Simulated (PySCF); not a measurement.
Be(F)(NH2) (BeFH2N), SMILES [NH2][Be][F].

Geometry optimised at TPSSh-D3(BJ)/def2-TZVP. One conformer was computed; it need not be the lowest.

Vertical ionisation energy (IE) and electron affinity (EA) in eV. Rows of orbital energies are one-electron estimates. Where ΔSCF, EOM or ADC give a negative EA the extra electron is unbound and the value depends on the basis.

```tsv
level	IE	EA
−ε(HOMO), −ε(LUMO), M06-2X/def2-TZVPD (PySCF)	9.01	0.29
−ε(HOMO), −ε(LUMO), CAM-B3LYP/def2-TZVPD (PySCF)	9.02	-0.08
```
